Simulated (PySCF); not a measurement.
**Telling isomers of C6H10N2 apart by NMR**

One conformer, no solvent, relativity neglected, fast rotation and ring inversion assumed for equivalent nuclei. GIAO PBE0/pcSseg-1 shieldings; geometry: GFN2-xTB; PySCF 2.14.

References, each an isolated molecule treated in the same way: ¹H (31.72 ppm), ¹³C (186.93 ppm) against TMS. Where no couplings were computed, multiplicities follow the n + 1 count of equivalent neighbours, and m marks all less simple cases (inequivalent or close neighbours, rings, F or P nearby). Shifts are as computed. Against solution values, carbons near 30 ppm lie about +3 ppm off and those near 130 ppm about +5 ppm (rms about the fit 2.1 ppm; single classes can miss by 10 ppm). Of 1328 compounds with measured shifts, 309 miss one by over three times the rms of a fit or turn the order of signals round; such compounds aren't used in these exercises. Signals without a measured value on file couldn't be tested in this way; 1H shifts scatter by 0.2 ppm about their fit, and single ones miss by 0.5 ppm. OH and NH positions are gas-phase values without hydrogen bonding to other molecules.

(1) Tabulate the signals of `CC#C[C@H](N)/C=N/C`, `CCc1cnn(C)c1` and their relative energies.

(2) What is the quickest way to tell CC#C[C@H](N)/C=N/C from CCc1cnn(C)c1?

Answers

(1) 
| SMILES | carbon types | δC | δH | E rel. (kcal/mol) |
| --- | --- | --- | --- | --- |
| CC#C[C@H](N)/C=N/C | 2×C 2×CH 2×CH3 | 170.3, 87.7, 83.8, 52.4, 49.9, 4.7 | 7.73 (d, 1H), 4.09 (d, 1H), 3.66 (s, 3H), 2.01 (s, 3H), 0.97 (br s, 2H) | 50.6 |
| CCc1cnn(C)c1 | 1×C 2×CH 1×CH2 2×CH3 | 140.5, 132.8, 129.8, 39.6, 23.0, 22.7 | 7.29 (m, 1H), 7.19 (m, 1H), 4.01 (s, 3H), 2.56 (q, 2H), 1.16 (t, 3H) | 0.0 |

Energies are electronic energies at PBE0/pcSseg-1 on these geometries, without zero-point or thermal terms, each for the one conformer computed, which needn't be the lowest.

(2) Both give the same number of carbon signals, but DEPT or the intensities differ. The first has a propargylic sp3 CH bonded to N at 52.4 ppm, the second an sp3 CH2 on an aromatic ring at 22.7 ppm. Their most deshielded carbons lie at 170.3 and 140.5 ppm. In the proton spectra the most deshielded non-exchanging signals are 7.73 (d, 1H) and 7.29 (m, 1H).
